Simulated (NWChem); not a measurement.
System: ethylmethylamine (C3H9N); SMILES CNCC

The following NWChem deck was run.

```
start job
memory heap 200 mb stack 900 mb global 1100 mb
geometry units angstroms noautosym nocenter noautoz
  C      0.162318     1.889408    -0.028706
  C     -0.495819     0.524239     0.025784
  N      0.478538    -0.537347    -0.066583
  C     -0.081471    -1.862733    -0.008700
  H      0.759646     1.993174    -0.946902
  H     -0.586943     2.694594    -0.003633
  H      0.837682     2.040580     0.829944
  H     -1.129463     0.452006     0.941351
  H     -1.194767     0.418968    -0.823856
  H      1.181551    -0.421164     0.660147
  H      0.720826    -2.615675    -0.039431
  H     -0.723404    -2.038379    -0.888391
  H     -0.704855    -2.065935     0.891281
end
basis spherical
  * library 6-31g*
end
dft
  xc b3lyp
  iterations 150
end
property
  shielding
end
task dft property
```

The geometry was optimised at PBE0/def2-SVP. B3LYP is NWChem's, with the RPA form of VWN correlation.

GIAO values for the isolated, static molecule; σ is the absolute isotropic shielding, δ = σ(reference) − σ with the isolated reference molecule computed at the same levels (13C: tetramethylsilane, 1H: tetramethylsilane, 15N: ammonia).

Atoms are numbered as in the input.

Q: What results follow from this input? (B3LYP/6-31G* (spherical d), GIAO.) Quantities: δ C1 (ppm); δ C2 (ppm); δ N3 (ppm); δ C4 (ppm); δ H8 (ppm); δ H9 (ppm); δ H10 (ppm).

A: 
```json
{
  "δ C1 (ppm)": "17.0",
  "δ C2 (ppm)": "45.8",
  "δ N3 (ppm)": "37.1",
  "δ C4 (ppm)": "36.6",
  "δ H8 (ppm)": "2.64",
  "δ H9 (ppm)": "2.40",
  "δ H10 (ppm)": "-0.62"
}
```
